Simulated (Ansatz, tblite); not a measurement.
Cost and result up the ladder for C₉H₁₅NO (relaxed from a model of N-butylpyridinium hydroxide, whose bonding it doesn't keep) (26 atoms). Total charge 0; singlet. Geometry: PBE-D4/def2-SVP.

```xyz
26

C     2.576   -2.515   -1.801
C     1.157   -1.946   -1.825
C     0.919   -0.865   -0.767
C    -0.504   -0.293   -0.806
N    -0.751    0.711    0.222
C    -1.215    0.223    1.522
C    -1.017    1.268    2.578
C    -0.937    2.595    2.256
C    -0.844    3.020    0.885
C    -0.722    2.048   -0.077
H     3.332   -1.723   -1.982
H     2.718   -3.295   -2.576
H     2.809   -2.975   -0.818
H     0.939   -1.525   -2.833
H     0.420   -2.767   -1.680
H     1.644   -0.032   -0.900
H     1.118   -1.283    0.245
H    -0.696    0.165   -1.799
H    -1.255   -1.103   -0.687
H    -0.659   -0.712    1.753
H    -1.044    0.926    3.623
H    -0.899    3.350    3.058
H    -0.812    4.081    0.608
H    -0.573    2.288   -1.142
O    -2.578   -0.226    1.457
H    -3.123    0.586    1.487
```

Ansatz on 4 threads of Arm Neoverse V1 on a shared host; xTB runs through tblite on one thread. Times are rough, summed over both states, and most runs start from the orbitals of an earlier one. PBE0-D4/def2-TZVP serves as the yardstick here, not as an exact answer. The other state is a triplet.

The xTB rows come from tblite.

xTB has no spin-polarisation term.

| level | functions | vertical triplet (eV) | difference from PBE0-D4/def2-TZVP (eV) |
| --- | --- | --- | --- |
| GFN1-xTB | 74 | 2.92 | 0.28 |
| PBE-D4/def2-TZVP (with forces) | 431 | 2.67 | 0.02 |
| GFN2-xTB | 59 | 2.99 | 0.34 |
| PBE0-D4/def2-TZVP | 431 | 2.65 | 0.00 |

(1) Estimate how long each takes.

Answers

(1) GFN2-xTB 0.026 s; GFN1-xTB 0.037 s; PBE-D4/def2-TZVP (with forces) 31 s; PBE0-D4/def2-TZVP 81 s. On shared hardware such times vary by a factor of up to 3.
